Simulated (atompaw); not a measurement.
**How hard is this P (Z = 15) PAW (atompaw) potential?**

P (Z = 15), PAW, made with atompaw 4.2.0.5 (LDA (PW92), scalar-relativistic). Core [Ne], reference 3s2 3p2.75 (charge +0.25). Waves: 3s (bound): rc 1.70 bohr; 3s channel at 0.2 Ry: rc 1.25 bohr; 3p (bound): rc 1.70 bohr; 3p channel at 2.85 Ry: rc 1.70 bohr; 3d channel at -0.15 Ry: rc 1.50 bohr; 3d channel at 2.4 Ry: rc 1.70 bohr. Local part: bessel scheme, radius 1.50 bohr. Core correction: smooth core density matched at 1.40 bohr. Augmentation charge: gaussian compensation charge, radius 1.25 bohr; PAW radius 1.70 bohr; waves and projectors: custom polynom gramschmidtortho.

The pseudo-atom Hamiltonian at the reference potential is diagonalised in spherical Bessel functions j_l(qr) that vanish at 20 bohr, with q² up to the cutoff. All-electron valence levels (Ry): 3s -1.1896, 3p -0.5600.

Q: How do the lowest levels (Ry) of each channel move with the cutoff, and are there ghosts?

A:

| cutoff (Ry) | s #1 | s #2 | p #1 | p #2 | d #1 | f #1 | Σ f·Δε (mRy) |
| --- | --- | --- | --- | --- | --- | --- | --- |
| 8 | -1.1802 | -0.0970 | -0.5552 | -0.0223 | 0.0153 | 0.0771 | 32.0 |
| 10 | -1.1834 | -0.0973 | -0.5587 | -0.0226 | 0.0148 | 0.0771 | 15.8 |
| 12 | -1.1860 | -0.0975 | -0.5594 | -0.0227 | 0.0141 | 0.0771 | 8.8 |
| 15 | -1.1878 | -0.0977 | -0.5594 | -0.0227 | 0.0135 | 0.0771 | 5.1 |
| 21 | -1.1894 | -0.0980 | -0.5597 | -0.0227 | 0.0123 | 0.0771 | 1.1 |
| 25 | -1.1895 | -0.0980 | -0.5599 | -0.0227 | 0.0121 | 0.0771 | 0.4 |
| 30 | -1.1895 | -0.0980 | -0.5599 | -0.0227 | 0.0120 | 0.0771 | 0.2 |
| 35 | -1.1896 | -0.0981 | -0.5599 | -0.0227 | 0.0120 | 0.0771 | 0.1 |
| 400 | -1.1896 | -0.0981 | -0.5599 | -0.0227 | 0.0120 | 0.0771 | 0.0 |

Result: no extra level below or beside the all-electron valence levels (s, p, d, f tested); 10 mRy is reached at 12 Ry and 1 mRy at 25 Ry.
